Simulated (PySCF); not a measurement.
**Assignment exercise: C₈H₂₁NSi**

Geometry:
```csv
atom,x (Å),y (Å),z (Å)
Si1,0.757,1.360,0.551
H2,0.708,1.418,2.046
C3,2.556,1.316,-0.001
H4,3.075,0.457,0.452
H5,3.091,2.234,0.290
H6,2.632,1.217,-1.096
C7,-0.062,2.904,-0.147
H8,-1.108,2.975,0.188
H9,-0.060,2.896,-1.249
H10,0.468,3.813,0.179
N11,-0.096,-0.080,0.057
C12,-0.207,-0.344,-1.372
C13,0.548,-1.601,-1.805
C14,-1.657,-0.358,-1.855
C15,-0.653,-1.067,0.976
C16,0.421,-1.730,1.837
C17,-1.782,-0.490,1.828
H18,0.283,0.506,-1.883
H19,0.116,-2.506,-1.350
H20,0.508,-1.730,-2.897
H21,1.604,-1.540,-1.500
H22,-2.222,-1.189,-1.403
H23,-2.161,0.581,-1.583
H24,-1.710,-0.480,-2.948
H25,-1.099,-1.862,0.355
H26,0.904,-0.992,2.498
H27,1.201,-2.180,1.206
H28,-0.007,-2.519,2.476
H29,-2.240,-1.265,2.463
H30,-1.407,0.306,2.491
H31,-2.565,-0.057,1.188
```

[PySCF 2.14.0 with density-fitted response routines: geometry: PBE0-D3(BJ)/def2-SVP; shieldings: GIAO B3LYP/pcSseg-1; fast rotation and ring inversion assumed for equivalent nuclei; non-relativistic Hamiltonian; one conformer; gas phase]

Referencing at the same level of theory: TMS for $^{13}$C (179.24 ppm), $^{1}$H (31.38 ppm).

Q: Assign these signals to the numbered atoms. $^{13}$C{$^{1}$H} NMR (computed): δ 47.3 (CH), 25.7 (CH3), -1.0 (CH3).

A: 
| δ (ppm) | atoms | environment | reason |
| --- | --- | --- | --- |
| 47.3 | C12/C15 | carbon bonded to 2 C, N, H | – |
| 25.7 | C13/C14/C16/C17 | carbon bonded to C, 3 H | – |
| -1.0 | C3/C7 | carbon bonded to Si, 3 H | – |

Q: Assign these signals to the numbered atoms. $^{1}$H NMR (400 MHz, computed): δ 4.79 (sept, 1H), 2.77 (sept, 2H), 1.08 (d, 12H), 0.06 (d, 6H).

A: 
| δ (ppm) | atoms | environment | reason |
| --- | --- | --- | --- |
| 4.79 | H2 | hydrogen on a silicon bonded to 2 C, N | – |
| 2.77 | H18/H25 | hydrogen on a carbon bonded to 2 C, N | – |
| 1.08 | H19/H20/H21/H22/H23/H24/H26/H27/H28/H29/H30/H31 | hydrogen on a carbon bonded to C | – |
| 0.06 | H4/H5/H6/H8/H9/H10 | hydrogen on a carbon bonded to Si | – |

Shifts are as computed. Against solution values, carbons near 30 ppm lie about +2 ppm off and those near 130 ppm about +6 ppm. Of 1313 compounds with measured shifts, 239 miss one by over three times the rms of a fit or turn the order of signals round; such compounds aren't used in these exercises. No couplings were computed; multiplicities are counted from neighbouring protons, with m where these are inequivalent, close in shift, in a saturated or five-membered ring or joined by F or P, and br s for small geminal =CH2 splittings.
